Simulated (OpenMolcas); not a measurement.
# Ionisation energies of fluorine

```json
{
 "Program": "OpenMolcas 26.06",
 "Basis": "ANO-R3 [4s4p2d1f]",
 "Scalar Hamiltonian": "X2C, finite nucleus",
 "Spin-orbit coupling": "RASSI with atomic mean-field integrals over the reference wave functions, term energies averaged over their components"
}
```

Active shells in each charge state: the valence s, p shells, with orbitals averaged over the low states. Where CASPT2's correlated closed shells are named, they are those of the first ion.

A. CASSCF
B. SS-CASPT2, IPEA 0.25 Eh, imaginary shift 0.1 Eh (closed shells correlated: 1s)
C. SS-CASPT2, IPEA 0 Eh, imaginary shift 0.1 Eh (closed shells correlated: 1s)

Energies in eV between the lowest computed levels (charge -1 gives the electron affinity), named as in B; reference values from the NIST Atomic Spectra Database with their kind.

```csv
From,To,A,B,C,Spin-orbit share in B,Reference
F- 2s2 2p6 1S0,F 2s2 2p5 2P* 3/2,1.111,3.063,2.994,-0.017,
F 2s2 2p5 2P* 3/2,F+ 2s2 2p4 3P2,15.691,17.197,17.161,-0.003,17.423 (measured)
F+ 2s2 2p4 3P2,F2+ 2s2 2p3 4S* 3/2,33.321,34.641,34.621,+0.020,34.971 (measured)
F2+ 2s2 2p3 4S* 3/2,F3+ 2s2 2p2 3P0,61.506,62.604,62.649,-0.051,62.708 (semi-empirical)
F3+ 2s2 2p2 3P0,F4+ 2s2 2p 2P* 1/2,85.899,86.920,86.962,-0.007,87.175 (semi-empirical)
F4+ 2s2 2p 2P* 1/2,F5+ 2s2 1S0,112.859,113.875,113.912,+0.058,114.249 (semi-empirical)
F5+ 2s2 1S0,F6+ 2s 2S 1/2,157.023,157.068,157.069,+0.000,157.163 (measured)
F6+ 2s 2S 1/2,F7+ 1s2 1S0,185.040,185.095,185.095,+0.000,185.187 (measured)
```

Error against the reference values, in %:

```json
{"From": "F", "Reference": "measured", "A": "-9.9", "B": "-1.3", "C": "-1.5"}
{"From": "F+", "Reference": "measured", "A": "-4.7", "B": "-0.9", "C": "-1.0"}
{"From": "F2+", "Reference": "semi-empirical", "A": "-1.9", "B": "-0.2", "C": "-0.1"}
{"From": "F3+", "Reference": "semi-empirical", "A": "-1.5", "B": "-0.3", "C": "-0.2"}
{"From": "F4+", "Reference": "semi-empirical", "A": "-1.2", "B": "-0.3", "C": "-0.3"}
{"From": "F5+", "Reference": "measured", "A": "-0.1", "B": "-0.1", "C": "-0.1"}
{"From": "F6+", "Reference": "measured", "A": "-0.1", "B": "0", "C": "0"}
```

Mean absolute error over the 4 measured values: A 0.92 eV, B 0.19 eV, C 0.20 eV.

No diffuse functions were added, so the electron affinity comes out too small, and without dynamic correlation a bound anion can come out unbound.

* marks odd parity.
